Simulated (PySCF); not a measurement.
**How methods differ on the ionisation energy of Ru**

Ru [Kr] 4d7 5s1 (5F) → Ru⁺ [Kr] 4d7 (4F), as a difference of total energies. Computed with PySCF 2.14 in x2c-TZVPPall, with the spin-free X2C one-electron Hamiltonian (Gaussian nucleus). Correlated levels: valence: [Kr] frozen; valence and next inner shell: [Ar] 3d10 frozen. The calculations carry no spin-orbit coupling.

```
                                method  ionisation energy (eV)  error (eV)
                                   UHF                   6.297      -1.068
                                   LDA                   8.027      +0.662
                                   PBE                   7.748      +0.383
                                  PBE0                   7.459      +0.094
                                r2SCAN                   7.661      +0.296
                                  BP86                   7.911      +0.546
                                B2PLYP                   7.286      -0.079
                                PBEsol                   7.784      +0.419
                               LC-wPBE                   7.099      -0.266
                         MP2 (valence)                   7.084      -0.281
                     SCS-MP2 (valence)                   6.834      -0.531
    MP2 (valence and next inner shell)                   7.314      -0.051
SCS-MP2 (valence and next inner shell)                   7.035      -0.330
```

Reference: 7.365 eV (measured; NIST levels, between the centres of gravity of the two terms).

Errors of the correlated levels include the incompleteness of this basis and the frozen core.
